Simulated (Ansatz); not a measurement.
Start from `[SH][SnH2][SH]` and change one atom or group to get `[OH][SnH2][SH]`.

Ansatz, PBE0-D4/def2-TZVP geometries, multiplicity 1. Each molecule was computed in one conformer, which needn't be the lowest.

Elements past krypton have def2 core potentials.

```csv
property,`[SH][SnH2][SH]`
LUMO energy (PBE/def2-TZVPP) / eV,-1.87
HOMO–LUMO gap (PBE/def2-TZVPP) / eV,4.26
HOMO energy (ωB97M-V/def2-TZVPP) / eV,-9.49
"ideal-gas entropy at 298 K and 1 bar (rigid rotor, harmonic PBE0-D4/def2-TZVP) / J/(mol·K)",365
HOMO energy (PBE/def2-TZVPP) / eV,-6.13
HOMO energy (B3LYP/def2-TZVPP) / eV,-7.09
```

What does the change do to each property? (An estimate is asked.)

Ansatz gave: 
```tsv
property	`[OH][SnH2][SH]`	shift
LUMO energy (PBE/def2-TZVPP) / eV	-1.55	0.32
HOMO–LUMO gap (PBE/def2-TZVPP) / eV	4.76	0.50
HOMO energy (ωB97M-V/def2-TZVPP) / eV	-9.78	-0.29
ideal-gas entropy at 298 K and 1 bar (rigid rotor, harmonic PBE0-D4/def2-TZVP) / J/(mol·K)	332	-33
HOMO energy (PBE/def2-TZVPP) / eV	-6.32	-0.19
HOMO energy (B3LYP/def2-TZVPP) / eV	-7.32	-0.23
```

With PBE0 the HOMO falls by 0.23 eV and the LUMO rises by 0.35 eV, so the gap widens by about 0.58 eV. PBE moves the HOMO by -0.19 eV and ωB97M-V by -0.29 eV. Modes under 60 cm⁻¹, often nearly free rotors, make the harmonic entropy too high.

B3LYP here is the variant with VWN-RPA as its local correlation; programs differ in this.
